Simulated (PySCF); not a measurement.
Mapped SMILES: `[F:1][CH:2]([F:3])[c:4]1[cH:5][cH:6][s:7][c:8]1[S-:9]`. Each H is labelled by its parent atom.

Geometry: GFN2-xTB; GIAO shifts from PySCF 2.14.0 with density-fitted response routines, gas phase, non-relativistic, averaged over equivalent atoms.

At PW91/6-31G (95 basis functions, 34 s wall time on 1 thread of an Arm Neoverse N1, shared host):
```tsv
atoms	δ (ppm)
F1/F3	-161.1
C8	173.9
C2	122.6
C4	116.1
C5	112.3
C6	102.1
H(C2)	7.63
H(C5)	6.39
H(C6)	5.02
```

Referencing at the same level of theory: ¹⁹F (135.05 ppm) against CFCl3; TMS for ¹³C (196.48 ppm) and ¹H (32.95 ppm).

Question: Estimate the result of repeating the calculation with PBE0/pcSseg-1.

Answer: 
```tsv
atoms	δ at PBE0/pcSseg-1	change
F1/F3	-130.9	+30.2
C8	192.5	+18.6
C2	123.7	+1.1
C4	126.5	+10.4
C5	127.0	+14.7
C6	108.7	+6.6
H(C2)	7.83	+0.20
H(C5)	6.56	+0.17
H(C6)	5.17	+0.15
```

δ = σ(ref) − σ, references computed at the same level: CFCl3 for ¹⁹F (170.95 ppm); ¹³C (186.93 ppm), ¹H (31.72 ppm) against TMS.

The largest change is at F1/F3 (fluorine of a CF2 group). Cost: 182 basis functions, 54 s wall time on 1 thread of an Arm Neoverse N1, shared host. The order of the carbon signals changes between the two levels.

Unscaled 19F shifts against computed CFCl3 carry errors that often reach 10 to 50 ppm.
